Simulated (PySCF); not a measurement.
## A survey of 19F NMR shifts

PySCF 2.14 calculation with structure optimised with GFN2-xTB and shielding tensors at PBE0/pcSseg-1 (GIAO); relativity neglected, a single conformation, no solvent, equivalent nuclei averaged.

Shieldings were converted by a linear fit to measured shifts: 19F: δ = 146.13 − 0.903σ +14.6 on sp3 carbon (rms 6.0 ppm, 223 shifts, 7.0 ppm with the 5 outliers that the fit left out vs CFCl3, solution or neat liquid). A few per cent of atoms miss by over 2 rms, more outside the fitted compound classes.

Q: Give the 19F shifts of `CC1(C(F)(F)F)C=C1`.

A: 
```json
{"compound": "CC1(C(F)(F)F)C=C1", "environment": "fluorine of a CF3 group (×3)", "δ (ppm)": "-72.7"}
```

Q: Match the shifts -64.0, -72.7, -95.6 ppm to `CC1(C(F)(F)F)C=C1`, `CC(C)(C)/C(C#N)=C(/F)C#N`, `FC(F)(F)[C@]12C[C@H]1C2`.

A: -64.0: FC(F)(F)[C@]12C[C@H]1C2 (fluorine of a CF3 group); -72.7: CC1(C(F)(F)F)C=C1 (fluorine of a CF3 group); -95.6: CC(C)(C)/C(C#N)=C(/F)C#N (vinylic fluorine).
